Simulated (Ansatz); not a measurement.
H3HfO3 (SMILES [OH][Hf+]([OH])[OH]), charge +1, singlet, at the geometry of the source list (the multiplicity is a formal guess) (core potentials on Hf). Base run: SVWN5/def2-SVP in Ansatz (an electronic-structure program).

Here is a job for Ansatz.
Ansatz 0.2 input:
```yaml
crystal:
  periodic: [false, false, false]
  atoms:
    - {symbol: Hf, position_ang: [0.06950000, -0.09380000, 0.10170000]}
    - {symbol: O, position_ang: [1.58570000, -0.12080000, -0.95190000]}
    - {symbol: H, position_ang: [2.48530000, -0.43640000, -1.10610000]}
    - {symbol: O, position_ang: [-0.39430000, -0.92940000, 1.68410000]}
    - {symbol: H, position_ang: [-1.19450000, -0.91180000, 2.22730000]}
    - {symbol: O, position_ang: [-1.28610000, 0.98250000, -0.57020000]}
    - {symbol: H, position_ang: [-1.26560000, 1.50980000, -1.38500000]}
basis:
  gaussian:
    orbitals: def2-SVP
hamiltonian:
  xc: {name: SVWN5}
total_charge: 1
```

Variants of this job, named by their change:

```csv
change,E (Eh)
base,-273.49426
functional = b3lyp; dispersion = d3bjatm,-275.23847
functional = b3lyp5,-275.09091
functional = hf,-273.55118
functional = lc_wpbe,-275.10462
functional = wB97X,-275.17289
functional = wB97X-V,-275.11059
functional = pbe; dispersion = d3bj,-275.00748
functional = cam_b3lyp,-275.10008
functional = B97M-V,-275.14159
functional = revpbe,-275.19805
functional = b3lyp,-275.23184
functional = r2scan,-275.12865
```

Absolute energies of different levels of theory aren't comparable as measures of quality.
